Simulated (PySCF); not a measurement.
A structure optimised at PBE-D3(BJ)/def2-SVP, used in a PySCF frequency run:

```xyz
11

Si     1.0656     0.4782     0.2267
Cl     3.0909     0.2538    -0.2399
C      0.0742    -0.8251    -0.7121
Si    -1.6599    -1.0951    -0.0359
Cl    -2.5137     0.7717     0.3735
H      0.6544     1.8613    -0.1717
H      0.9144     0.2857     1.7072
H      0.6190    -1.7929    -0.6533
H      0.0256    -0.5362    -1.7831
H     -1.6061    -1.8631     1.2519
H     -2.5455    -1.8026    -1.0196
```
Charge 0, spin multiplicity 1.

Problem. Write its SMILES and formula.

Solution. Cl[SiH2]C[SiH2]Cl, CH₆Cl₂Si₂

Problem. What are its rotational constants (standard atomic weights)?

Solution. 4.8658, 0.72156, 0.64831 GHz
